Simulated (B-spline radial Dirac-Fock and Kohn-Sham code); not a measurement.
**Binding energies of Ni²⁺ at several levels of theory**

System: the Ni²⁺ ion, configuration 1s2 2s2 2p6 3s2 3p6 3d6 4s2 (not the ground configuration).

The density-functional columns are spherical, spin-unpolarised Dirac-Kohn-Sham results without Breit or QED terms: −ε is minus the orbital energy of the initial state and ΔSCF the difference of two total energies. The reference in the last column comes from Dirac-Fock (average of configuration) total-energy differences with a finite nucleus, the Breit interaction including its frequency dependence, and self-energy and vacuum-polarisation corrections. All numbers are from a B-spline atomic structure program, in eV; a selection of levels is shown. The Kohn-Sham columns are given as differences from the reference. For the 1s level of heavy atoms much of the gap between ΔSCF and the reference is the Breit and QED part, -14.5 eV here; for other levels the error of the functional can be larger.

| level | LDA −ε − DF | LDA ΔSCF − DF | Dirac-Fock |
| --- | --- | --- | --- |
| 1s | -157.7 | +13.4 | 8387.6 |
| 2s | -53.0 | -24.0 | 1070.9 |
| 2p1/2 | -36.0 | -1.1 | 929.8 |
| 2p3/2 | -36.3 | -2.1 | 912.7 |
| 3s | -22.0 | -10.7 | 168.1 |
| 3p1/2 | -14.4 | -3.2 | 122.4 |
| 3p3/2 | -14.4 | -3.3 | 120.1 |
| 3d | -8.1 | +2.3 | 50.92 |
| 4s | -2.3 | +2.7 | 28.85 |

Values without a named source are computed, but for edge energies of neutral atoms, which are taken from tables.
